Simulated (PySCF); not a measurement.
# Spinor energies of Se⁺ (selenium, charge +1)

Start: [Ar] 3d10 4s2 4p2 4d1; 4p3/2 filled at m_j = +1/2, +3/2; 4d5/2 filled at m_j = +5/2. Calculated with PySCF 2.14 in x2c-TZVPall-2c with one added diffuse shell each of s, p, d type (7s8p5d1f, 63 functions): generalised Hartree-Fock with the X2C-1e Hamiltonian and a Gaussian nucleus; one run each with spin-orbit coupling (SO) switched off, then screened by Boettger's factors. This is a chosen level, not necessarily the ground level.

| spinor shell | electrons | ε, spin-free (eV) | ε, screened SO (eV) | weight of nominal j (screened SO) | rms radius, screened SO (bohr) |
| --- | --- | --- | --- | --- | --- |
| 1s1/2 | 2 | -12752.5 | -12752.3 | 1.000 | 0.0508 |
| 2s1/2 | 2 | -1711.1 | -1711.1 | 1.000 | 0.212 |
| 2p1/2 | 2 | -1501.7 | -1530.3 | 1.000 | 0.187 |
| 2p3/2 | 4 | -1501.7 | -1488.0 | 1.000 | 0.190 |
| 3s1/2 | 2 | -265.33 | -265.36 | 1.000 | 0.612 |
| 3p1/2 | 2 | -197.40 | -201.64 | 0.998 | 0.629 |
| 3p3/2 | 4 | -197.40 | -195.43 | 0.999 | 0.639 |
| 3d3/2 | 4 | -85.163 | -85.740 | 0.978 | 0.692 |
| 3d5/2 | 6 | -85.163 | -84.842 | 0.985 | 0.694 |
| 4s1/2 | 2 | -34.794 | -34.820 | 1.000 | 1.86 |
| 4p3/2 | 2 | -24.180 | -24.127 | 0.775 | 2.22 |
| 4d5/2 | 1 | -8.134 | -8.128 | 1.000 | 3.79 |

```csv
quantity,spin-free,screened SO
E (hartree),-2427.21773,-2427.32816
M_J,9/2,9/2
⟨J²⟩,24.758,24.756
⟨L²⟩,12.007,12.127
⟨S²⟩,3.751,3.711
```

Each row is a mean over spinors that exchange with the open shell spreads, by up to 6.062 eV (4s1/2).

Rows whose weight is well below 1 are mixtures of j = l ± 1/2: exchange outweighs spin-orbit coupling there, and the label is only the starting occupation.

Without spin-orbit coupling the j labels of p, d and f shells carry no meaning; the spin-free column gives the mean over the occupied spinors of each nl shell.
